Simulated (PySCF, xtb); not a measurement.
BBrFH₂N, SMILES NB(F)Br. The values are those of a single conformer.

Harmonic wavenumbers (cm⁻¹) from GFN2-xTB (xtb) at its own minimum, in rising order: 263, 301, 431, 529, 543, 603, 847, 1137, 1390, 1518, 3505, 3544.

Problem. What does PBE0-D3(BJ)/def2-SVP in PySCF give at its own minimum? (Estimate from the structure and the level; the computed values follow.)

Solution. 283, 330, 465, 531, 573, 593, 896, 1226, 1444, 1601, 3642, 3761. Paired by order, the mean absolute difference is 63 cm⁻¹ and the zero-point energies are 20.9 and 21.9 kcal/mol.
